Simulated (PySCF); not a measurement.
## SMILES FC=C=C=C=C(F)[SiH3], C5H4F2Si

Molfile (atoms numbered from 1):
```
C5H4F2Si
     RDKit          3D

 12 11  0  0  0  0  0  0  0  0999 V2000
    4.4845    0.5069   -0.1499 F   0  0  0  0  0  0  0  0  0  0  0  0
    3.5636   -0.1689    0.5249 C   0  0  0  0  0  0  0  0  0  0  0  0
    2.3091   -0.2655    0.1363 C   0  0  0  0  0  0  0  0  0  0  0  0
    1.0777   -0.3994   -0.1894 C   0  0  0  0  0  0  0  0  0  0  0  0
   -0.1534   -0.5347   -0.5172 C   0  0  0  0  0  0  0  0  0  0  0  0
   -1.4431   -0.5869   -0.7969 C   0  0  0  0  0  0  0  0  0  0  0  0
   -1.9429   -1.5733   -1.5601 F   0  0  0  0  0  0  0  0  0  0  0  0
   -2.7168    0.6760   -0.1990 Si  0  0  0  0  0  4  0  0  0  0  0  0
    3.9579   -0.6329    1.4359 H   0  0  0  0  0  0  0  0  0  0  0  0
   -2.0172    1.6594    0.6721 H   0  0  0  0  0  0  0  0  0  0  0  0
   -3.7882   -0.0371    0.5559 H   0  0  0  0  0  0  0  0  0  0  0  0
   -3.3211    1.3520   -1.3841 H   0  0  0  0  0  0  0  0  0  0  0  0
  1  2  1  0
  2  3  2  0
  3  4  2  0
  4  5  2  0
  5  6  2  0
  6  7  1  0
  6  8  1  0
  2  9  1  0
  8 10  1  0
  8 11  1  0
  8 12  1  0
M  END
```

Method: TDDFT CAM-B3LYP/aug-cc-pVDZ circular dichroism and optical rotation, one conformer, gas phase (PySCF 2.14.0). Geometry: PBE0-D3(BJ)/def2-SVP.

No stereocentre is labelled: unless the shape is locked (an allene, a helicene, a hindered biaryl), the mirror image is equally populated and a measured rotation or CD is zero.

Draw the ECD and absorption spectra from the lowest 12 states, each a Gaussian of half-width 0.35 eV at 1/e height.


| E (eV) | λ (nm) | Δε (L mol⁻¹ cm⁻¹) | ε (L mol⁻¹ cm⁻¹) |
| --- | --- | --- | --- |
| 3.01 | 412 | -0.01 | 4.02 |
| 3.16 | 392 | -0.02 | 11.8 |
| 3.31 | 375 | -0.05 | 24.7 |
| 3.46 | 358 | -0.10 | 37.5 |
| 3.61 | 343 | -0.15 | 42.5 |
| 3.76 | 330 | -0.17 | 37.3 |
| 3.91 | 317 | -0.15 | 30 |
| 4.06 | 305 | -0.11 | 37.6 |
| 4.21 | 294 | -0.12 | 78.7 |
| 4.36 | 284 | -0.19 | 150 |
| 4.51 | 275 | -0.25 | 205 |
| 4.66 | 266 | -0.23 | 199 |
| 4.81 | 258 | -0.16 | 170 |
| 4.96 | 250 | -0.09 | 429 |
| 5.11 | 243 | -0.14 | 2380 |
| 5.26 | 236 | -0.52 | 10400 |
| 5.41 | 229 | -1.58 | 31800 |
| 5.56 | 223 | -3.31 | 67400 |
| 5.71 | 217 | -4.64 | 99000 |
| 5.86 | 212 | -3.96 | 101000 |
| 6.01 | 206 | -0.96 | 71400 |
| 6.16 | 201 | +2.60 | 35600 |
| 6.31 | 196 | +4.42 | 13000 |
| 6.46 | 192 | +3.81 | 4080 |
| 6.61 | 188 | +2.01 | 1640 |
| 6.76 | 183 | +0.78 | 1240 |
| 6.91 | 179 | +0.91 | 1260 |
| 7.06 | 176 | +1.65 | 1140 |

Δε uses R in velocity form, ε uses f in length form. Only the states computed contribute, so the short-wavelength end is incomplete.
